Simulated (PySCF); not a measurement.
CH5BiO. Atoms are numbered in the order given.

```xyz
8

Bi     0.0077     0.4400     0.0000
H     -1.2746     0.1958    -1.2743
H     -1.2746     0.1958     1.2743
O      0.6619    -1.5719     0.0000
C     -0.2894    -2.6005     0.0000
H     -0.9489    -2.5840     0.8932
H      0.2464    -3.5679     0.0000
H     -0.9489    -2.5840    -0.8932
```
Charge 0, spin multiplicity 1.

Coordinates come from a B3LYP-D3(BJ)/def2-SVP optimisation. The def2 effective core potentials stand for the cores of Bi; spin–orbit coupling is left out.

Computed with CAM-B3LYP/def2-TZVPD (PySCF).

Mulliken values depend strongly on the basis, most of all with diffuse functions as here. ESP charges are fitted to the potential on shells at 1.4 to 2.0 van der Waals radii. Atomic charges (e):

```
atom  ESP fit  Mulliken
----  -------  --------
Bi1      0.42      0.56
H2      -0.08     -0.07
H3      -0.08     -0.07
O4      -0.36     -0.65
C5      -0.12     -0.55
H6       0.07      0.26
H7       0.09      0.24
H8       0.07      0.26
```
